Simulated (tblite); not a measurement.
C5H6BrFN2.
SMILES with atom numbers: `[CH3:1][CH2:2][n:3]1[n:4][c:5]([F:6])[cH:7][c:8]1[Br:9]` (hydrogens: H10, H11, H12 on C1; H13, H14 on C2; H15 on C7)

Computed with GFN2-xTB (tblite), gas phase: L-BFGS steps from a force-field or distance-geometry start until the largest atomic force falls under 0.01 eV/Å.

The end geometry, which sets the zero of energy:
```
atom  x, y, z in Å
C1     -2.0676    0.2088    0.6226
C2     -1.1809    0.1338   -0.6170
N3      0.2120    0.1001   -0.2541
N4      0.9077    1.2284   -0.1472
C5      2.1070    0.8720    0.2634
F6      3.0576    1.7720    0.4673
C7      2.2235   -0.5109    0.4409
C8      0.9650   -0.9612    0.0975
Br9     0.2966   -2.7059    0.0655
H10    -3.1106    0.2645    0.3252
H11    -1.9328   -0.6717    1.2467
H12    -1.8184    1.0931    1.2040
H13    -1.3197    1.0216   -1.2362
H14    -1.4151   -0.7590   -1.2031
H15     3.0712   -1.0779    0.7601
```

Task: These geometries come from the run, each turned onto the end geometry. Order them by energy, lowest first.
A.
```
atom  x, y, z in Å
C1     -2.1061    0.2392    0.6078
C2     -1.1933    0.1491   -0.6000
N3      0.2176    0.1052   -0.1984
N4      0.8913    1.2767   -0.1036
C5      2.1106    0.8683    0.2737
F6      3.1184    1.7187    0.4816
C7      2.2276   -0.5186    0.3917
C8      0.9796   -0.9832    0.0900
Br9     0.4584   -2.8173    0.0847
H10    -3.1624    0.2733    0.2850
H11    -1.9960   -0.6197    1.2737
H12    -1.9153    1.1436    1.1931
H13    -1.3317    1.0088   -1.2416
H14    -1.3997   -0.7544   -1.1800
H15     3.0964   -1.0822    0.6779
```
B.
```
atom  x, y, z in Å
C1     -2.0942    0.2233    0.6169
C2     -1.1779    0.1247   -0.5983
N3      0.2103    0.0983   -0.2135
N4      0.9036    1.2283   -0.1023
C5      2.1140    0.8703    0.2736
F6      3.0699    1.7676    0.4676
C7      2.2421   -0.5155    0.4187
C8      0.9781   -0.9660    0.0958
Br9     0.3144   -2.7113    0.0441
H10    -3.1299    0.2674    0.2925
H11    -1.9692   -0.6412    1.2643
H12    -1.8651    1.1225    1.1821
H13    -1.3079    1.0004   -1.2363
H14    -1.3974   -0.7810   -1.1701
H15     3.1048   -1.0799    0.7006
```
C.
```
atom  x, y, z in Å
C1     -2.1165    0.2403    0.6126
C2     -1.1843    0.1423   -0.5960
N3      0.2025    0.1103   -0.2050
N4      0.9055    1.2466   -0.0959
C5      2.1074    0.8795    0.2701
F6      3.1130    1.7176    0.4805
C7      2.2388   -0.5167    0.3965
C8      0.9715   -0.9787    0.0873
Br9     0.4566   -2.8060    0.0830
H10    -3.1548    0.2728    0.2859
H11    -1.9949   -0.6189    1.2713
H12    -1.9141    1.1414    1.1903
H13    -1.3300    1.0129   -1.2429
H14    -1.4000   -0.7550   -1.1793
H15     3.0949   -1.0806    0.6771
```
D.
```
atom  x, y, z in Å
C1     -2.1050    0.2306    0.6164
C2     -1.1770    0.1263   -0.5891
N3      0.2118    0.0883   -0.2048
N4      0.9031    1.2196   -0.0962
C5      2.1185    0.8688    0.2721
F6      3.0621    1.7794    0.4629
C7      2.2529   -0.5169    0.4120
C8      0.9880   -0.9720    0.0959
Br9     0.3486   -2.7306    0.0460
H10    -3.1356    0.2672    0.2762
H11    -1.9879   -0.6293    1.2702
H12    -1.8908    1.1359    1.1768
H13    -1.2939    1.0072   -1.2224
H14    -1.4099   -0.7725   -1.1659
H15     3.1107   -1.0942    0.6856
```
E.
```
atom  x, y, z in Å
C1     -2.1152    0.2370    0.6162
C2     -1.1908    0.1381   -0.5926
N3      0.2026    0.0912   -0.2091
N4      0.9039    1.2193   -0.0911
C5      2.1205    0.8603    0.2692
F6      3.0880    1.7440    0.4728
C7      2.2414   -0.5213    0.4066
C8      0.9790   -0.9703    0.0892
Br9     0.4293   -2.7428    0.0698
H10    -3.1484    0.2707    0.2802
H11    -1.9912   -0.6241    1.2680
H12    -1.9054    1.1410    1.1821
H13    -1.3155    1.0143   -1.2328
H14    -1.4046   -0.7632   -1.1717
H15     3.1019   -1.0864    0.6789
```

Result: B (0.002 eV), D (0.006 eV), E (0.027 eV), C (0.082 eV), A (0.166 eV).

In the order of the answer:

```json
{"step": "22", "E above end (eV)": "0.002", "largest force (eV/Å)": "0.03", "rms force component (eV/Å)": "0.011", "rms distance from end (Å)": "0.038", "rms bond change (Å)": "0.000", "bond most changed (Å)": "C2–N3 +0.001"}
{"step": "11", "E above end (eV)": "0.006", "largest force (eV/Å)": "0.07", "rms force component (eV/Å)": "0.023", "rms distance from end (Å)": "0.052", "rms bond change (Å)": "0.001", "bond most changed (Å)": "C8–Br9 +0.003"}
{"step": "5", "E above end (eV)": "0.027", "largest force (eV/Å)": "0.36", "rms force component (eV/Å)": "0.081", "rms distance from end (Å)": "0.064", "rms bond change (Å)": "0.004", "bond most changed (Å)": "C8–Br9 -0.013"}
{"step": "1", "E above end (eV)": "0.082", "largest force (eV/Å)": "0.87", "rms force component (eV/Å)": "0.236", "rms distance from end (Å)": "0.075", "rms bond change (Å)": "0.010", "bond most changed (Å)": "C8–Br9 +0.030"}
{"step": "0", "E above end (eV)": "0.166", "largest force (eV/Å)": "2.40", "rms force component (eV/Å)": "0.512", "rms distance from end (Å)": "0.079", "rms bond change (Å)": "0.017", "bond most changed (Å)": "C8–Br9 +0.038"}
```

What follows is the cost of the whole relaxation. Hardware: AMD EPYC 7B13, one thread, shared host. Cost: 0.36 s.
